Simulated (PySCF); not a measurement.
**CrH₃, quartet: data card**

These are results of PySCF, UPBE0, basis Cr def2-TZVP, H def2-TZVP (no relativity, density fitting), not measurements.

The structure is a saddle point with 1 imaginary mode.

```xyz
4
charge 0 multiplicity 4, angstrom
Cr    0.0000    0.0000    0.0000
H     1.6356    0.0000    0.0000
H    -0.8178    1.4165    0.0000
H    -0.8178   -1.4165    0.0000
```

| Item | Value |
| --- | --- |
| Point group | D3h |
| Bond lengths | Cr–H 1.636 Å (×3) |
| Bond angles | H–Cr–H 120.0° (×3) |
| Atomisation energy without zero-point energy | 548 kJ/mol |
| Spin squared ⟨S²⟩ | 4.053 |
| Principal quadrupole moments (Buckingham, traceless) about the centre of mass | -1.95, -1.95, 3.89 D Å |
| Principal polarisabilities | 29.7, 51.6, 51.6 bohr³ |
| Lowest empty level (α) | -3.17 eV |
| Rotational constants | 4.168, 4.168, 2.084 cm⁻¹ |
| Dipole moment | 0.00 D |
| Highest occupied level (α) | -7.42 eV |
| Zero-point energy (real modes) | 38.7 kJ/mol |

Harmonic modes (masses in u: Cr 51.941, H 1.008):
```
symmetry  ω (cm⁻¹)  IR (km/mol, summed over degenerate members)  μ (u)     type
    a2''      486i                                            –   1.07     bend
      e'       711                                          224   1.03     bend
     a1'      1678                                          0.0   1.01  stretch
      e'      1688                                          353   1.04  stretch
```

In D3h the vibrations span a2'' + 2e' + a1'. The a1' mode carries no infrared intensity, as symmetry demands.

Charges (e):
```
  atom  Mulliken  Löwdin  polar tensor  spin (Mulliken)  Mayer order to Cr1
   Cr1      0.36    0.30          0.97             3.86                   –
H2,3,4     -0.12   -0.10         -0.32            -0.29                0.90
```

Mulliken populations on Cr1: s 6.83, p 12.33, d 4.48, f 0.00.

Outer orbital energies (eV). α occupied: -9.67, -8.97, -8.97, -8.29, -8.29, -7.42; empty: -3.17, -3.17, 0.52, 1.43. β occupied: -9.74, -8.60, -8.60; empty: -1.22, -1.22, -0.79, -0.55.

The determinant is spin-contaminated (⟨S²⟩ = 4.05, pure value 3.75). Only a few start shapes were tried, so a lower isomer may exist. Other spin states or occupations of the open shell can lie lower. At this level a quartet minimum of C3v symmetry lies 17 kJ/mol below this structure.

The final relaxation and frequency run took of the order of 30 core-seconds on a shared host.
